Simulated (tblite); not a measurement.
Species: C3H13NSSi2.
Numbering: `[CH3:1][NH:2][SiH2:3][S:4][C@H:5]([CH3:6])[SiH3:7]` (hydrogens: H8, H9, H10 on C1; H11 on N2; H12, H13 on Si3; H14 on C5; H15, H16, H17 on C6; H18, H19, H20 on Si7)

Computed with GFN2-xTB (tblite), gas phase: L-BFGS steps from a force-field or distance-geometry start until the largest atomic force falls under 0.01 eV/Å.

Step 59: E = -618.1739 eV
```
atom  x, y, z in Å  |  force x, y, z in eV/Å
C1     -4.0021   -0.1013   -0.0094   -0.002  -0.040   0.008
N2     -2.6437   -0.2734    0.4343   -0.009   0.074  -0.026
Si3    -1.3041    0.1159   -0.5428    0.012   0.018  -0.021
S4      0.3747   -0.3833    0.6763   -0.007  -0.024   0.000
C5      1.7295    0.1369   -0.4593    0.029  -0.008  -0.006
C6      2.2890   -1.0827   -1.1714    0.019   0.015  -0.006
Si7     3.0302    1.1058    0.5641   -0.036  -0.019  -0.029
H8     -4.3307   -0.9072   -0.6751    0.005   0.009  -0.019
H9     -4.0803    0.8403   -0.5497    0.031  -0.036  -0.007
H10    -4.6775   -0.0700    0.8452    0.000   0.028   0.025
H11    -2.5407   -1.0010    1.1228   -0.023  -0.050   0.034
H12    -1.1703   -0.6021   -1.8185   -0.004   0.006  -0.004
H13    -1.3006    1.5575   -0.7963   -0.012  -0.008  -0.004
H14     1.2696    0.7984   -1.1954   -0.025   0.027   0.043
H15     1.5344   -1.5528   -1.8031    0.004   0.016   0.037
H16     2.6314   -1.8173   -0.4452   -0.001   0.016  -0.008
H17     3.1322   -0.7922   -1.7965    0.005  -0.007  -0.023
H18     3.5864    2.1482   -0.3046    0.016  -0.017  -0.021
H19     2.3813    1.7087    1.7215    0.003   0.024   0.006
H20     4.0863    0.1820    0.9712   -0.003  -0.022   0.021
```

Step 60: E = -618.1747 eV
```
atom  x, y, z in Å  |  force x, y, z in eV/Å
C1     -4.0044   -0.1017   -0.0100    0.012  -0.056   0.008
N2     -2.6448   -0.2711    0.4344   -0.031   0.093  -0.025
Si3    -1.3027    0.1192   -0.5395   -0.006  -0.001  -0.021
S4      0.3756   -0.3876    0.6782   -0.010  -0.018  -0.012
C5      1.7294    0.1348   -0.4585    0.014   0.006   0.010
C6      2.2913   -1.0804   -1.1737    0.017   0.004  -0.012
Si7     3.0296    1.1025    0.5638   -0.018   0.001  -0.012
H8     -4.3292   -0.9125   -0.6724   -0.001   0.027  -0.015
H9     -4.0849    0.8378   -0.5544    0.036  -0.050   0.001
H10    -4.6818   -0.0693    0.8441    0.025   0.028   0.009
H11    -2.5424   -0.9956    1.1260   -0.019  -0.053   0.036
H12    -1.1674   -0.6012   -1.8140   -0.006   0.011  -0.005
H13    -1.3002    1.5605   -0.7957   -0.006  -0.011   0.003
H14     1.2676    0.7965   -1.1922   -0.030   0.039   0.033
H15     1.5374   -1.5506   -1.8047   -0.013   0.000   0.021
H16     2.6372   -1.8151   -0.4504    0.007   0.000   0.004
H17     3.1318   -0.7855   -1.7999    0.016  -0.004  -0.027
H18     3.5909    2.1390   -0.3095    0.016  -0.020  -0.015
H19     2.3796    1.7127    1.7171    0.005   0.023   0.001
H20     4.0825    0.1783    0.9791   -0.008  -0.019   0.017
```

Step 61: E = -618.1756 eV
```
atom  x, y, z in Å  |  force x, y, z in eV/Å
C1     -4.0062   -0.1025   -0.0102    0.018  -0.046   0.001
N2     -2.6465   -0.2684    0.4356   -0.029   0.105  -0.026
Si3    -1.3018    0.1222   -0.5357   -0.029  -0.023  -0.015
S4      0.3762   -0.3915    0.6802   -0.006  -0.013  -0.022
C5      1.7296    0.1332   -0.4575   -0.015   0.022   0.029
C6      2.2939   -1.0772   -1.1758    0.011  -0.004  -0.014
Si7     3.0293    1.0988    0.5632    0.011   0.024   0.012
H8     -4.3272   -0.9174   -0.6691   -0.014   0.027  -0.013
H9     -4.0863    0.8338   -0.5601    0.032  -0.049   0.001
H10    -4.6857   -0.0658    0.8429    0.044   0.023  -0.007
H11    -2.5459   -0.9937    1.1259   -0.006  -0.066   0.052
H12    -1.1655   -0.6001   -1.8089   -0.005   0.013  -0.010
H13    -1.3024    1.5626   -0.7949    0.001  -0.006   0.009
H14     1.2653    0.7960   -1.1881   -0.031   0.045   0.021
H15     1.5399   -1.5484   -1.8043   -0.032  -0.021  -0.002
H16     2.6447   -1.8114   -0.4553    0.016  -0.018   0.018
H17     3.1306   -0.7779   -1.8042    0.029   0.000  -0.035
H18     3.5960    2.1280   -0.3157    0.016  -0.022  -0.008
H19     2.3786    1.7169    1.7122    0.007   0.024  -0.003
H20     4.0785    0.1736    0.9875   -0.017  -0.014   0.012
```

**Question.** Estimate the geometry and energy of step 62. (The exact step hangs on the optimiser's Hessian estimate; all steps are aligned on step 61, rigid shifts and turns removed.)

**Answer.** E = -618.1767 eV, largest force 0.074 eV/Å
```
atom  x, y, z in Å  |  force x, y, z in eV/Å
C1     -4.0073   -0.1053   -0.0107    0.031  -0.031  -0.005
N2     -2.6482   -0.2585    0.4433   -0.038   0.064   0.000
Si3    -1.3023    0.1272   -0.5297   -0.044  -0.043  -0.007
S4      0.3778   -0.3993    0.6790   -0.006  -0.006  -0.034
C5      1.7303    0.1310   -0.4588   -0.043   0.032   0.041
C6      2.2989   -1.0742   -1.1806    0.001  -0.008  -0.017
Si7     3.0277    1.0944    0.5628    0.043   0.043   0.040
H8     -4.3181   -0.9270   -0.6668   -0.022   0.036   0.008
H9     -4.0880    0.8259   -0.5687    0.024  -0.041  -0.003
H10    -4.6929   -0.0634    0.8383    0.066   0.007  -0.029
H11    -2.5484   -0.9854    1.1335    0.001  -0.039   0.032
H12    -1.1718   -0.5961   -1.8028   -0.003   0.013  -0.014
H13    -1.3040    1.5669   -0.7902    0.010   0.000   0.013
H14     1.2624    0.7955   -1.1855   -0.026   0.042   0.012
H15     1.5450   -1.5449   -1.8086   -0.034  -0.040  -0.018
H16     2.6528   -1.8083   -0.4619    0.018  -0.028   0.019
H17     3.1340   -0.7702   -1.8089    0.026   0.001  -0.035
H18     3.6048    2.1133   -0.3222    0.015  -0.027   0.003
H19     2.3721    1.7227    1.7040    0.013   0.025  -0.011
H20     4.0700    0.1666    1.0021   -0.032  -0.001   0.004
```

The energy changes by -0.0011 eV. The first-order estimate −F·Δx gives -0.0016 eV and the mean of the old and new forces, exact on a quadratic surface, -0.0011 eV. The step makes an angle of 81° with the force vector and moves no atom by more than 0.018 Å.

What follows is the cost of the whole relaxation. The run took 1.4 s on an Arm Neoverse V1 with one thread, no GPU, shared host.
